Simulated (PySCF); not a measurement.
## Deuteron quadrupole couplings in `FC(F)(F)C[SiH2]P[SiH3]`

Compound: C2H8F3PSi2.
Z-matrix (Å and degrees, GFN2-xTB geometry), rows numbered from 1:
```
F 
C   1  1.3440
F   2  1.3453  1  105.98
F   2  1.3467  1  105.89  3   112.05
C   2  1.4919  1  112.68  3  -123.46
Si  5  1.9106  2  109.43  1    58.83
P   6  2.2274  5  104.62  2  -176.19
Si  7  2.2386  6  103.38  5   -83.02
H   5  1.0890  2  107.79  1  -178.97
H   5  1.0890  2  107.94  1   -62.38
H   6  1.4679  5  107.90  2    58.98
H   6  1.4636  5  108.83  2   -60.53
H   7  1.3786  6   94.16  5   179.73
H   8  1.4616  7  106.50  6  -160.25
H   8  1.4627  7  106.49  6    81.20
H   8  1.4656  7  113.23  6   -39.48
```

Level: PBE0/pcSseg-1 (PySCF, non-relativistic); Q(2H) = 0.00286 b; rigid geometry, the same for H and D, with no vibrational averaging.

**Question.** Rank these positions by the coupling χzz of a deuteron there, largest first.
A. H13 (P–H hydrogen)
B. H10 (methylene hydrogen)
C. H16 (Si–H hydrogen)

**Answer.** B (208 kHz), A (149 kHz), C (108 kHz).

**Question.** What are Vzz, η and χzz (234.96 MHz × Q × Vzz) at all hydrogens?

**Answer.** 
```csv
atom,bonded to,bond length (Å),Vzz (au),η,χzz (kHz)
H9,C5,1.089,0.3100,0.05,208
H10,C5,1.089,0.3089,0.05,208
H11,Si6,1.468,0.1577,0.01,106
H12,Si6,1.464,0.1611,0.01,108
H13,P7,1.379,0.2215,0.08,149
H14,Si8,1.462,0.1637,0.01,110
H15,Si8,1.463,0.1632,0.02,110
H16,Si8,1.466,0.1604,0.01,108
```

**Question.** Average by the element that carries the hydrogen.

**Answer.** on C: 208 kHz over 2 positions, mean bond length 1.089 Å; on Si: 108 kHz over 5 positions, mean bond length 1.464 Å; on P: 149 kHz over 1 position, mean bond length 1.379 Å.

**Question.** A static deuteron (I = 1) shows a doublet split by (3/2)χ, (3/4)χ(1 + η) and (3/4)χ(1 − η) with the field along z, y and x of the gradient. What are these for H11?

**Answer.** With |χ| = 106.0 kHz and η = 0.010: 159, 80 and 79 kHz, to first order and without motion.

One conformer (not necessarily the lowest) at the GFN2-xTB geometry, without solvent, vibrations or thermal averaging. GFN2-xTB bond lengths can be off by several hundredths of an ångström, more for odd bonds, and the gradients follow them. With a basis this small, the couplings can be 20 % off.
